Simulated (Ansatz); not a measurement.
cyclo-(H2SiCH2)2 (C₂H₈Si₂). The state is a triplet with charge 0. Geometry PBE-D4/def2-SVP, that of the neutral singlet; atoms count from 1.

```xyz
12

Si   -0.165   -1.205   -0.543
H    -1.297   -2.154   -0.243
H     0.746   -1.845   -1.559
C     0.743   -0.562    1.019
Si    0.164    1.205    0.544
H     1.293    2.158    0.247
H    -0.750    1.840    1.560
C    -0.742    0.562   -1.020
H     1.842   -0.711    1.017
H     0.347   -0.942    1.983
H    -1.840    0.713   -1.022
H    -0.342    0.941   -1.982
```

At PBE0-D4/def2-TZVP a singlet of charge 0 lies 5.91 eV below the triplet at the same geometry.

**Question.** Estimate the Mulliken populations from the PBE0/def2-TZVP orbitals of Ansatz.

**Answer.** 
```tsv
atom	charge (e)	spin (α − β)
Si1	-0.21	0.75
H2	0.05	0.06
H3	0.05	0.06
C4	-0.17	0.11
Si5	-0.21	0.75
H6	0.05	0.06
H7	0.05	0.06
C8	-0.17	0.11
H9	0.15	0.01
H10	0.15	0.01
H11	0.15	0.01
H12	0.15	0.01
```
Mulliken values depend strongly on the basis.

**Question.** Where does the spin sit?

**Answer.** Summed by element: Si 1.51, H 0.27, C 0.22, of 2 unpaired in all. Largest on single atoms: Si5 0.75, Si1 0.75, C8 0.11.

**Question.** And the Mayer bond orders between heavy atoms (over 0.3)?

**Answer.** Si1–C4 0.57 (1.92 Å); Si1–Si5 0.77 (2.66 Å); Si1–C8 0.57 (1.92 Å); C4–Si5 0.57 (1.92 Å); Si5–C8 0.57 (1.92 Å).
